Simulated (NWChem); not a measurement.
# C3H5Br; SMILES C=C(C)Br

This build's default masses of Se (78.918 u) and Br (79.917 u) are each other's, which moves their modes by up to 0.6 %.

**Question.** Give the equilibrium geometry at PBE0/def2-SVP (NWChem) as an XYZ file, with the point group.

**Answer.** point group Cs; any orientation.
```
9

C      1.3099    -1.5286     0.0000
C      0.1130    -0.9438     0.0000
C     -1.2111    -1.6282     0.0000
Br     0.0004     0.9567     0.0000
H      2.2390    -0.9569     0.0000
H      1.3736    -2.6205     0.0000
H     -1.8000    -1.3434     0.8859
H     -1.0766    -2.7196     0.0000
H     -1.8000    -1.3434    -0.8859
```
